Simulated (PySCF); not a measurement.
SeF3, SMILES F[Se+](F)F, charge +1.

The structure is a stationary point at r2SCAN-D4/def2-SVP. The spin state was assumed, not searched. The isomer is the one that the SMILES or the coordinates give; other isomers of the formula were not compared.

Method: PySCF 2.14.0 with r2SCAN-D4/def2-SVP.

Frequencies are harmonic and unscaled.

Modes within 1.5 cm⁻¹ of each other (mostly degenerate sets) share a row, with their intensities summed.

**Question.** List the normal modes with their intensities. (Estimate from the structure and the level; the computed values follow.)

**Answer.** 
| mode | ν (cm⁻¹) | IR (km/mol) | moving atoms (share of kinetic energy) |
|---|---|---|---|
| 1–2 | 269 | 11.7 | F 91 %, Se 9 % |
| 3 | 342 | 23.2 | F 75 %, Se 25 % |
| 4–5 | 780 | 152.0 | F 78 %, Se 22 % |
| 6 | 787 | 28.4 | F 83 %, Se 17 % |
